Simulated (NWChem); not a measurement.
System: sulfuric acid (H2SO4); SMILES OS(O)(=O)=O

NWChem input:

```
start job
memory heap 200 mb stack 900 mb global 1100 mb
geometry units angstroms noautosym nocenter noautoz
  O      0.821928     0.951370     0.806994
  S     -0.191319    -0.000173    -0.001061
  O     -0.853200     0.788207    -1.003759
  O     -0.862057    -0.789230     0.995200
  O      0.830625    -0.950738    -0.799301
  H      1.082782     1.682592     0.224934
  H      1.086593    -1.681661    -0.214690
end
basis spherical
  * library def2-svp
end
dft
  xc pbe0
  iterations 150
end
cosmo
  do_cosmo_smd true
  solvent water
end
task dft energy
```

Coordinates come from a PBE0/def2-SVP optimisation. Solvent: water.

Level: PBE0/def2-SVP with SMD (1 M gas to 1 M solution), gas-phase geometry.

Question: Give the results of this calculation. (PBE0/def2-SVP, SMD on the gas-phase geometry.) Quantities: solvation free energy (kcal/mol); cavity-dispersion-structure term (kcal/mol); dipole in solution (D).

Answer: 
```
Property                                     Result
-------------------------------------------  ------
solvation free energy (kcal/mol)              -13.9
cavity-dispersion-structure term (kcal/mol)     1.2
dipole in solution (D)                         3.84
```
